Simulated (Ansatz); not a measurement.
A set of 12 reactions (germylene extrusion), with CCSD(T)/CBS values in kJ/mol:

```csv
reaction,ΔE
`[OH][GeH]([OH])[CH2]F` → `OCF` + `[OH][GeH]`,165.1
`[CH3][GeH2][CH3]` → `CC` + `[GeH2]`,191.6
`[CH3][GeH]([OH])[BH]O` → `[CH3][GeH]` + `OBO`,35.3
`[CH3][AlH][CH2][GeH3]` → `[CH3][AlH][CH3]` + `[GeH2]`,169.7
`[OH][Ge]([OH])([F])[Cl]` → `OF` + `[OH][Ge][Cl]`,564.7
`N[CH2][GeH2][SiH3]` → `[GeH2]` + `NC[SiH3]`,181.9
`C[SiH2][GeH2][OH]` → `C[SiH3]` + `[OH][GeH]`,110.0
`[CH3][GeH]([OH])[BH]O` → `CBO` + `[OH][GeH]`,67.3
`[CH3][Ge]([NH2])([F])[F]` → `CF` + `[NH2][Ge][F]`,212.8
`FC[CH2][GeH2][F]` → `CCF` + `[F][GeH]`,106.4
`C[O][Ge]([CH3])([OH])[Cl]` → `CCl` + `C[O][Ge][OH]`,195.3
`[OH][Ge]([OH])([F])[Cl]` → `[F][Ge][Cl]` + `OO`,465.5
```

Calculated with Ansatz (gas phase, PBE0-D4/def2-TZVP geometries, no zero-point term in ΔE). CBS: MP2 limit from def2 TZ/QZ plus the TZ coupled-cluster correction, frozen cores. This one scheme is used for every species. Functionals use def2-TZVPP. B3LYP here is the variant with VWN-RPA as its local correlation; programs differ in this. For Ge outer-core shells are correlated without core-valence functions, which leaves a few kJ/mol of doubt a bond. Scalar relativity is left out up to krypton. One conformer a species, not always the lowest.

Task: Give the mean, mean absolute and largest difference (level minus CCSD(T)/CBS, kJ/mol) for: PBE-D4, r2SCAN-D4, B3LYP-D4, ωB97X-V, ωB97M-V, B2PLYP, r2SCAN, B3LYP, HF/def2-TZVPP, MP2/def2-QZVPP, SCS-MP2/def2-QZVPP, HF/CBS(def2), MP2/CBS(def2), CCSD/CBS(def2). (An estimate is asked.)

Result: Computed: 
```
             level   mean  mean absolute  largest
            PBE-D4  -18.3           18.7    -58.8
         r2SCAN-D4    4.8            6.3     12.6
          B3LYP-D4  -25.2           25.2    -41.9
           ωB97X-V    1.7            3.1      6.7
           ωB97M-V  -13.0           13.0    -19.1
            B2PLYP  -14.3           14.3    -17.0
            r2SCAN    2.5            4.8     10.1
             B3LYP  -38.6           38.6    -54.2
     HF/def2-TZVPP  -14.8           25.5    -41.8
    MP2/def2-QZVPP   20.2           20.2     41.0
SCS-MP2/def2-QZVPP    6.2            6.8     23.3
      HF/CBS(def2)  -16.2           27.2    -45.0
     MP2/CBS(def2)   17.2           17.2     35.2
    CCSD/CBS(def2)   -2.2            3.9      6.5
```

The largest T1 diagnostic in the set is 0.016, for `[OH][GeH]` (customary mark 0.02).

CCSD(T)/CBS is a level of theory with its own doubt, and the functionals carry their triple-zeta basis error, so these figures describe this set and don't rank the functionals.
